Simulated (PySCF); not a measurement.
## Spin-rotation constants: `CC[C@H](C)NNC`, C5H14N2

Molfile (atoms numbered from 1):
```
C5H14N2
     RDKit          3D

 21 20  0  0  0  0  0  0  0  0999 V2000
   -2.4978   -1.0171    0.0452 C   0  0  0  0  0  0  0  0  0  0  0  0
   -0.9795   -0.9024    0.0632 C   0  0  0  0  0  0  0  0  0  0  0  0
   -0.4732    0.3965    0.6963 C   0  0  2  0  0  0  0  0  0  0  0  0
   -0.8768    1.6346   -0.1148 C   0  0  0  0  0  0  0  0  0  0  0  0
    0.9657    0.2749    0.8839 N   0  0  0  0  0  0  0  0  0  0  0  0
    1.6681    0.0934   -0.3329 N   0  0  0  0  0  0  0  0  0  0  0  0
    2.9184   -0.5980   -0.1062 C   0  0  0  0  0  0  0  0  0  0  0  0
   -2.9416   -0.2729   -0.6113 H   0  0  0  0  0  0  0  0  0  0  0  0
   -2.7932   -2.0005   -0.3134 H   0  0  0  0  0  0  0  0  0  0  0  0
   -2.9051   -0.8815    1.0452 H   0  0  0  0  0  0  0  0  0  0  0  0
   -0.5579   -1.7287    0.6373 H   0  0  0  0  0  0  0  0  0  0  0  0
   -0.5848   -0.9696   -0.9508 H   0  0  0  0  0  0  0  0  0  0  0  0
   -0.8900    0.4855    1.7078 H   0  0  0  0  0  0  0  0  0  0  0  0
   -1.9517    1.7822   -0.0759 H   0  0  0  0  0  0  0  0  0  0  0  0
   -0.5768    1.5187   -1.1538 H   0  0  0  0  0  0  0  0  0  0  0  0
   -0.3983    2.5253    0.2925 H   0  0  0  0  0  0  0  0  0  0  0  0
    1.3203    1.0721    1.4194 H   0  0  0  0  0  0  0  0  0  0  0  0
    1.8418    0.9789   -0.8158 H   0  0  0  0  0  0  0  0  0  0  0  0
    3.6212   -0.0400    0.5303 H   0  0  0  0  0  0  0  0  0  0  0  0
    3.3876   -0.7878   -1.0702 H   0  0  0  0  0  0  0  0  0  0  0  0
    2.6947   -1.5467    0.3780 H   0  0  0  0  0  0  0  0  0  0  0  0
  1  2  1  0
  2  3  1  0
  3  4  1  0
  3  5  1  0
  5  6  1  0
  6  7  1  0
  1  8  1  0
  1  9  1  0
  1 10  1  0
  2 11  1  0
  2 12  1  0
  3 13  1  1
  4 14  1  0
  4 15  1  0
  4 16  1  0
  5 17  1  0
  6 18  1  0
  7 19  1  0
  7 20  1  0
  7 21  1  0
M  END
```

Computed with GIAO HF/STO-3G magnetisability, rotational g tensor and spin-rotation constants, non-relativistic, gas phase (PySCF 2.14.0). Geometry: GFN2-xTB.

Give the nuclear spin-rotation constants along the inertial axes (H = +C I·J) beside the isotropic shieldings.

Rotational constants 4.3886, 1.4576, 1.2409 GHz. A star marks the isotopologue with that one atom substituted, in its own axes.
| atom | isotope | Caa (kHz) | Cbb (kHz) | Ccc (kHz) | mean (kHz) | σ (ppm) |
| --- | --- | --- | --- | --- | --- | --- |
| N5 | 14N | 0.167 | 0.045 | 0.021 | 0.078 | 256.0 |
| N6 | 14N | 0.139 | 0.042 | 0.010 | 0.064 | 269.7 |
| H8 | 1H | -0.434 | -0.089 | -0.073 | -0.199 | 32.8 |
| H9 | 1H | -0.456 | -0.015 | -0.124 | -0.198 | 32.6 |
| H10 | 1H | -0.424 | -0.156 | -0.020 | -0.200 | 32.9 |
| H11 | 1H | -0.422 | -0.061 | -0.075 | -0.186 | 31.9 |
| H12 | 1H | -0.429 | -0.149 | 0.000 | -0.193 | 32.0 |
| H13 | 1H | -0.401 | -0.154 | -0.010 | -0.188 | 32.0 |
| H14 | 1H | 0.024 | -0.165 | -0.138 | -0.093 | 32.6 |
| H15 | 1H | -0.448 | -0.162 | -0.007 | -0.206 | 32.7 |
| H16 | 1H | -0.386 | -0.052 | -0.128 | -0.189 | 33.1 |
| H17 | 1H | -0.498 | -0.059 | -0.121 | -0.226 | 33.3 |
| H18 | 1H | -0.570 | -0.051 | -0.111 | -0.244 | 33.4 |
| H19 | 1H | -0.274 | -0.107 | -0.088 | -0.157 | 32.1 |
| H20 | 1H | -0.408 | -0.146 | -0.017 | -0.191 | 31.8 |
| H21 | 1H | -0.456 | -0.028 | -0.092 | -0.192 | 31.4 |
| C1 | 13C* | 0.178 | 0.078 | 0.063 | 0.106 | 226.2 |
| C2 | 13C* | 0.284 | 0.078 | 0.085 | 0.149 | 217.4 |
| C3 | 13C* | 0.290 | 0.145 | 0.132 | 0.189 | 198.0 |
| C4 | 13C* | 0.264 | 0.062 | 0.061 | 0.129 | 224.7 |
| C7 | 13C* | 0.260 | 0.101 | 0.112 | 0.158 | 209.1 |

For the geometry as given, no vibrational averaging.
